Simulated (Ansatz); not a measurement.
Ideal-gas functions of C$_{2}$H$_{4}$BFSi, SMILES `FC1=CB[SiH2]1` at 600 K and 1 bar, from an Ansatz frequency run at PBE0-D4/def2-TZVP.

Molar mass 85.95 g/mol, point group Cs (symmetry number 1), electronic degeneracy 1, moments of inertia 75.502, 134.344, 204.004 u Å². Harmonic wavenumbers (cm⁻¹, unscaled): 87, 336, 366, 497, 540, 622, 680, 687, 742, 802, 876, 944, 957, 1076, 1221, 1279, 1556, 2209, 2213, 2677, 3165.

Use S(trans) = R[1.5 ln M + 2.5 ln T − 1.1517]; rotational temperatures θ = 24.2544 K / I; S(rot) = R[ln(√π/σ · √(T³/θAθBθC)) + 1.5]; for each mode x = 1.438777 ν̃/T, S = R[x/(eˣ − 1) − ln(1 − e⁻ˣ)] and H = RT x/(eˣ − 1); 1 cm⁻¹ = 0.0119627 kJ/mol; R = 8.31446 J/(mol·K).

Question: By hand: the entropy, in J/(mol·K).

Answer: Translation 178.9. Rotation: θ = 0.3212, 0.1805, 0.1189 K, giving 117.7. Vibration, mode by mode: 21.36, 10.33, 9.66, 7.33, 6.72, 5.72, 5.11, 5.04, 4.54, 4.05, 3.52, 3.10, 3.02, 2.41, 1.83, 1.64, 0.96, 0.26, 0.26, 0.10, 0.04, in all 97.0. Electronic 0.0. Sum 393.6 J/(mol·K).

Question: By hand: H − E and G − E in kJ/mol, counted from the electronic energy.

Answer: Zero-point energy ½ × 23532 × 0.0119627 = 140.8; thermal vibration 32.9; translation, rotation and pV give 4 RT = 20.0. H − E = 193.7 kJ/mol, and G − E = 193.7 − 600 × 393.6/1000 = -42.5 kJ/mol.

Vibration gives 25 % of the entropy, 21.4 J/(mol·K) of it from the mode under 150 cm⁻¹: soft modes count most, and the harmonic formula is weakest for them.
